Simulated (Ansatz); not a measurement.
Consider the ligand exchange at a Zn–O bond: `C[N](C)[Zn][O][SiH3]` + HBr → `C[N](C)[Zn][Br]` + `O[SiH3]`.

Isolated molecules relaxed with PBE0-D4/def2-TZVP in Ansatz; ΔE leaves out vibrations. CCSD(T)/CBS is the MP2 limit (def2-TZVPP, def2-QZVPP) plus CCSD(T) − MP2 in def2-TZVPP, frozen cores. DFT in def2-TZVPP. For Br, Zn outer-core shells are correlated without core-valence functions, which leaves a few kJ/mol of doubt a bond. Scalar relativity is left out up to krypton. One conformer a species, not always the lowest.

Question: Is it downhill or uphill in electronic energy at CCSD(T)/CBS, and by how much? (Best estimate.)

Answer: Ansatz gave: Downhill: ΔE = -21.5 kcal/mol.

Question: What do these levels give: BLYP-D4, r2SCAN-D4, B2PLYP, LC-ωPBE, HF/def2-TZVPP, MP2/def2-QZVPP? (Estimate.)

Answer: The calculation gave: BLYP-D4 -18.9, r2SCAN-D4 -21.2, B2PLYP -20.7, LC-ωPBE -21.0, HF/def2-TZVPP -25.6, MP2/def2-QZVPP -20.7 kcal/mol.

Largest T1 diagnostic among the species: 0.015.

Leaving LDA and LC-ωPBE aside and taking each functional with its dispersion term where it has one, the values, not all of them listed here, spread over 3.9 kcal/mol, from r2SCAN0-D4 to BLYP-D4. LDA lies +1.1 kcal/mol from PBE without D4. From BLYP to BHLYP (50 % exact exchange), in def2-TZVPP and without D4, ΔE moves by −3.2 kcal/mol. At CCSD(T), def2-SVP lies +4.2 kcal/mol from the extrapolated value and def2-TZVPP +1.9 kcal/mol.
